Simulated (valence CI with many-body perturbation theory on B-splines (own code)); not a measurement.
## E1 line list for Ir XLVII

Method: configuration interaction combined with many-body perturbation theory (CI+MBPT): three valence electrons over a frozen Dirac-Fock core [Ar] 3d10, radial functions for each j: 11 s, 11 p, 10 d, 8 f, 5 g, 2 h, with the one-electron correlation potential Σ1 (screened to all orders), the two-electron term Σ2, the three-electron term Σ3, Breit, model QED; selected single and double excitations, second order for the rest, scaled by the run's own slope (own B-spline code, finite nucleus).

The last digits are not significant, and no measured levels were compared; by estimate large intervals hold to a few tenths of a per cent, small ones and those within an open d or f shell to about a per cent.

Lines 101 to 150 of 558 in falling wavelength, among levels below 921.27 eV, chosen from the strongest by gf and those to the six lowest levels. Wavelengths and rates use the calculated energies. Electric multipoles are in the length gauge, E1 and E2 with the static RPA response of the core. Weak lines are less certain than strong ones. Lines between different terms over intervals too small for the method are left out, as are lines whose strength nearly cancels. Where a level lies close to another of its J and parity, the split of strength between their lines is uncertain. The highest levels of a list are the least certain.

Levels are named by their leading jj configuration (3d3/2^4 stands for four electrons in 3d with j = 3/2), which in mixed levels can hold well under half, so a name can repeat and another be missing. Letters in brackets count levels of one name in rising energy.

| λ vac (nm) | Upper | Lower | A (s⁻¹) | S (a.u.) with core polarisation | S without |
| --- | --- | --- | --- | --- | --- |
| 6.591 | (4s 4d5/2 4f7/2) J=3/2 | (4s 4d5/2^2) J=5/2 | 1.11e+11 | 6.27e-02 | 6.60e-02 |
| 6.577 | (4s 4d5/2 4f5/2) J=9/2 [b] | (4s 4p3/2 4f7/2) J=7/2 [b] | 9.87e+10 | 1.39e-01 | 1.46e-01 |
| 6.574 | (4s 4d3/2 4f7/2) J=9/2 [a] | (4s 4d3/2 4d5/2) J=7/2 [a] | 1.44e+11 | 2.02e-01 | 2.12e-01 |
| 6.571 | (4p1/2 4p3/2 4f7/2) J=5/2 [c] | (4p1/2 4p3/2 4d5/2) J=3/2 [b] | 3.28e+11 | 2.75e-01 | 2.90e-01 |
| 6.570 | (4s 4d3/2 4f7/2) J=3/2 | (4s 4d3/2 4d5/2) J=3/2 [b] | 1.15e+11 | 6.44e-02 | 6.77e-02 |
| 6.567 | (4p1/2 4d3/2 4d5/2) J=5/2 [a] | (4p1/2 4p3/2 4d3/2) J=3/2 [a] | 7.78e+10 | 6.52e-02 | 6.88e-02 |
| 6.567 | (4s 4p3/2 4f7/2) J=5/2 [a] | (4s 4p3/2 4d5/2) J=5/2 [a] | 1.23e+11 | 1.03e-01 | 1.09e-01 |
| 6.566 | (4s 4d5/2 4f5/2) J=1/2 [b] | (4s 4p3/2 4f5/2) J=3/2 [b] | 2.30e+11 | 6.43e-02 | 6.77e-02 |
| 6.564 | (4s 4p1/2 4d5/2) J=5/2 [a] | (4s 4p1/2 4p3/2) J=5/2 | 9.50e+09 | 7.95e-03 | 8.39e-03 |
| 6.559 | (4p1/2 4p3/2 4f7/2) J=3/2 | (4p1/2 4p3/2 4d5/2) J=1/2 | 3.82e+11 | 2.13e-01 | 2.24e-01 |
| 6.557 | (4s 4p1/2 4d5/2) J=3/2 | (4s 4p1/2 4p3/2) J=3/2 [b] | 5.48e+10 | 3.05e-02 | 3.22e-02 |
| 6.554 | (4p1/2 4p3/2 4f7/2) J=5/2 [a] | (4p1/2 4p3/2 4d5/2) J=3/2 [a] | 2.34e+11 | 1.95e-01 | 2.05e-01 |
| 6.545 | (4s 4d3/2 4d5/2) J=9/2 | (4s 4p3/2 4d3/2) J=7/2 | 4.19e+10 | 5.80e-02 | 6.15e-02 |
| 6.541 | (4p1/2 4p3/2 4f5/2) J=7/2 [b] | (4p1/2 4p3/2 4d5/2) J=5/2 [a] | 7.23e+10 | 7.99e-02 | 8.39e-02 |
| 6.540 | (4s 4d5/2 4f7/2) J=13/2 | (4s 4p3/2 4f7/2) J=11/2 | 3.70e+11 | 7.16e-01 | 7.55e-01 |
| 6.535 | (4s 4d5/2 4f7/2) J=9/2 | (4s 4d5/2^2) J=9/2 [a] | 4.55e+10 | 6.27e-02 | 6.58e-02 |
| 6.535 | (4s 4d5/2^2) J=9/2 [b] | (4s 4p3/2 4d5/2) J=7/2 [b] | 2.45e+11 | 3.37e-01 | 3.55e-01 |
| 6.534 | (4p1/2 4p3/2 4f7/2) J=3/2 | (4p1/2 4p3/2 4d5/2) J=3/2 [b] | 1.12e+11 | 6.16e-02 | 6.50e-02 |
| 6.524 | (4s 4d5/2 4f5/2) J=9/2 [b] | (4s 4p3/2 4f5/2) J=7/2 [b] | 3.71e+11 | 5.08e-01 | 5.35e-01 |
| 6.521 | (4p1/2 4d3/2 4d5/2) J=5/2 [a] | (4p1/2 4p3/2 4d3/2) J=5/2 [a] | 1.02e+11 | 8.41e-02 | 8.87e-02 |
| 6.518 | (4p1/2 4p3/2 4f7/2) J=9/2 [b] | (4p1/2 4p3/2 4d5/2) J=9/2 | 7.84e+10 | 1.07e-01 | 1.13e-01 |
| 6.516 | (4s 4p3/2 4f7/2) J=3/2 | (4s 4p3/2 4d5/2) J=3/2 [a] | 2.18e+11 | 1.19e-01 | 1.25e-01 |
| 6.513 | (4p1/2 4d3/2 4d5/2) J=3/2 [b] | (4p1/2 4p3/2 4d3/2) J=1/2 [b] | 1.05e+11 | 5.71e-02 | 6.02e-02 |
| 6.503 | (4s 4p3/2 4d5/2) J=5/2 [a] | (4s 4p3/2^2) J=5/2 | 1.85e+11 | 1.51e-01 | 1.59e-01 |
| 6.488 | (4p1/2 4d5/2^2) J=9/2 | (4p1/2 4p3/2 4d5/2) J=7/2 [b] | 6.81e+11 | 9.18e-01 | 9.66e-01 |
| 6.488 | (4p1/2 4p3/2 4f7/2) J=5/2 [c] | (4p1/2 4p3/2 4d5/2) J=7/2 [b] | 8.53e+10 | 6.89e-02 | 7.28e-02 |
| 6.484 | (4s 4d3/2 4d5/2) J=7/2 [a] | (4s 4p3/2 4d3/2) J=5/2 [a] | 9.30e+10 | 1.00e-01 | 1.06e-01 |
| 6.479 | (4p1/2 4p3/2 4f7/2) J=11/2 | (4p1/2 4p3/2 4d5/2) J=9/2 | 2.54e+11 | 4.09e-01 | 4.30e-01 |
| 6.477 | (4p1/2 4p3/2 4f5/2) J=9/2 | (4p1/2 4p3/2 4d5/2) J=7/2 [a] | 5.33e+10 | 7.15e-02 | 7.51e-02 |
| 6.476 | (4s 4d5/2 4f5/2) J=7/2 [a] | (4s 4p3/2 4f5/2) J=5/2 [a] | 1.93e+11 | 2.07e-01 | 2.18e-01 |
| 6.471 | (4s 4d5/2 4f5/2) J=9/2 [a] | (4s 4p3/2 4f5/2) J=7/2 [a] | 2.33e+11 | 3.11e-01 | 3.28e-01 |
| 6.471 | (4s 4d5/2^2) J=3/2 | (4s 4p3/2 4d5/2) J=1/2 | 3.54e+11 | 1.89e-01 | 1.99e-01 |
| 6.468 | (4s 4d5/2 4f5/2) J=11/2 | (4s 4p3/2 4f7/2) J=11/2 | 5.33e+10 | 8.54e-02 | 9.01e-02 |
| 6.465 | (4p1/2 4p3/2 4f7/2) J=5/2 [b] | (4p1/2 4p3/2 4d5/2) J=5/2 [a] | 3.84e+11 | 3.08e-01 | 3.24e-01 |
| 6.464 | (4p1/2^2 4d5/2) J=5/2 | (4p1/2^2 4p3/2) J=3/2 | 2.48e+11 | 1.99e-01 | 2.09e-01 |
| 6.458 | (4s 4d5/2 4f7/2) J=3/2 | (4s 4p3/2 4f7/2) J=3/2 | 2.81e+11 | 1.49e-01 | 1.57e-01 |
| 6.457 | (4p1/2 4d3/2 4d5/2) J=3/2 [a] | (4p1/2 4p3/2 4d3/2) J=3/2 [a] | 1.90e+11 | 1.01e-01 | 1.06e-01 |
| 6.455 | (4s 4d5/2 4f7/2) J=7/2 | (4s 4p3/2 4f7/2) J=5/2 [a] | 1.34e+11 | 1.43e-01 | 1.51e-01 |
| 6.454 | (4p1/2 4d5/2^2) J=3/2 | (4p1/2 4p3/2 4d5/2) J=3/2 [a] | 3.42e+11 | 1.81e-01 | 1.91e-01 |
| 6.443 | (4p1/2 4d5/2^2) J=7/2 | (4p1/2 4p3/2 4d5/2) J=5/2 [b] | 9.08e+11 | 9.59e-01 | 1.01e+00 |
| 6.441 | (4s 4p3/2 4f7/2) J=9/2 [a] | (4s 4p3/2 4d5/2) J=9/2 | 1.24e+11 | 1.63e-01 | 1.72e-01 |
| 6.434 | (4p1/2 4d3/2 4d5/2) J=3/2 [b] | (4p1/2 4p3/2 4d3/2) J=3/2 [b] | 1.11e+11 | 5.84e-02 | 6.15e-02 |
| 6.432 | (4p1/2 4d5/2^2) J=1/2 | (4p1/2 4p3/2 4d5/2) J=3/2 [b] | 5.25e+11 | 1.38e-01 | 1.46e-01 |
| 6.423 | (4p1/2 4p3/2 4d5/2) J=3/2 [b] | (4p1/2 4p3/2^2) J=1/2 | 2.96e+11 | 1.55e-01 | 1.63e-01 |
| 6.412 | (4p1/2 4p3/2 4f7/2) J=9/2 [b] | (4p1/2 4p3/2 4d5/2) J=7/2 [a] | 3.36e+11 | 4.37e-01 | 4.60e-01 |
| 6.409 | (4s 4d5/2 4f7/2) J=9/2 | (4s 4p3/2 4f7/2) J=7/2 [a] | 1.43e+11 | 1.86e-01 | 1.95e-01 |
| 6.402 | (4s 4p3/2 4f5/2) J=5/2 [b] | (4s 4p3/2 4d5/2) J=5/2 [a] | 9.15e+10 | 7.11e-02 | 7.49e-02 |
| 6.399 | (4p1/2 4p3/2 4d5/2) J=1/2 | (4p1/2 4p3/2^2) J=1/2 | 4.67e+11 | 1.21e-01 | 1.27e-01 |
| 6.396 | (4s^2 4d5/2) J=5/2 | (4s^2 4p3/2) J=3/2 | 2.47e+11 | 1.91e-01 | 2.02e-01 |
| 6.392 | (4p1/2 4d3/2 4d5/2) J=1/2 | (4p1/2 4p3/2 4d3/2) J=1/2 [a] | 3.33e+11 | 8.58e-02 | 9.05e-02 |
